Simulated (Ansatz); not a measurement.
One change: `OC[SiH2][SbH2]` becomes `OC[SiH2][SeH]`.

Ansatz, PBE0-D4/def2-TZVP geometries, multiplicity 1. Each molecule was computed in one conformer, which needn't be the lowest.

Elements past krypton have def2 core potentials. Scalar relativity is left out up to krypton.

```json
{"property": "HOMO–LUMO gap (B3LYP/def2-TZVPP) / eV", "`OC[SiH2][SbH2]`": "6.33"}
{"property": "LUMO energy (PBE0/def2-TZVPP) / eV", "`OC[SiH2][SbH2]`": "-0.48"}
{"property": "LUMO energy (B3LYP/def2-TZVPP) / eV", "`OC[SiH2][SbH2]`": "-0.71"}
{"property": "HOMO energy (PBE0/def2-TZVPP) / eV", "`OC[SiH2][SbH2]`": "-7.23"}
{"property": "LUMO energy (ωB97M-V/def2-TZVPP) / eV", "`OC[SiH2][SbH2]`": "1.20"}
{"property": "HOMO–LUMO gap (ωB97M-V/def2-TZVPP) / eV", "`OC[SiH2][SbH2]`": "10.44"}
```

(1) What does the change do to each property? (An estimate is asked.)

## Answers

(1) Ansatz gave: 
```tsv
property	`OC[SiH2][SeH]`	shift
HOMO–LUMO gap (B3LYP/def2-TZVPP) / eV	6.55	0.22
LUMO energy (PBE0/def2-TZVPP) / eV	0.17	0.65
LUMO energy (B3LYP/def2-TZVPP) / eV	-0.12	0.59
HOMO energy (PBE0/def2-TZVPP) / eV	-6.91	0.32
LUMO energy (ωB97M-V/def2-TZVPP) / eV	1.89	0.69
HOMO–LUMO gap (ωB97M-V/def2-TZVPP) / eV	10.96	0.52
```

With PBE0 the HOMO rises by 0.32 eV and the LUMO rises by 0.65 eV, so the gap widens by about 0.33 eV. PBE moves the HOMO by 0.25 eV and ωB97M-V by 0.16 eV.

B3LYP here is the variant with VWN-RPA as its local correlation; programs differ in this.

Spin–orbit coupling is left out; it splits and shifts lone-pair levels of the heavy atoms by tenths of an eV.
